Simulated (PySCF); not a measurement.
Delta-SCF ions had no search for a lower state. Excitations are Tamm–Dancoff values on a coarser integration grid. The basis has no diffuse functions, so Rydberg states are missing or too high.

Cartesian coordinates (Å):
SMILES: C[O][Sn]([Br])([O]C)[O]C
```xyz
17

C      2.6362    -0.4560    -0.6312
O      1.2373    -0.5319    -0.7696
Sn    -0.0048    -0.0795     0.6795
Br     0.7490    -1.1570     2.7653
O     -1.7673    -0.6772     0.0856
C     -2.0163    -2.0127    -0.2907
O     -0.1276     1.8441     0.9995
C     -0.7448     2.6950     0.0568
H      3.0071    -1.0068     0.2519
H      3.0934    -0.9087    -1.5248
H      2.9940     0.5868    -0.5595
H     -3.0673    -2.0841    -0.6106
H     -1.3795    -2.3377    -1.1322
H     -1.8708    -2.7184     0.5470
H     -0.1648     2.7715    -0.8806
H     -0.8045     3.7009     0.5004
H     -1.7693     2.3716    -0.1969
```
Charge 0, spin multiplicity 1.

Task: Predict the HOMO, vertical ionisation energy (Delta-SCF), T1 excitation (TDA), HOMO–LUMO gap, S1 oscillator strength, S1 excitation (TDA), LUMO and dipole moment from CAM-B3LYP-D3(BJ)/def2-TZVP // CAM-B3LYP-D3(BJ)/def2-SVP in PySCF 2.14.0.

Result: 
```yaml
HOMO: -9.57 eV
vertical ionisation energy (Delta-SCF): 10.15 eV
T1 excitation (TDA): 4.54 eV
HOMO–LUMO gap: 8.45 eV
S1 oscillator strength: 0.011
S1 excitation (TDA): 5.03 eV
LUMO: -1.12 eV
dipole_moment: 1.31 D
```
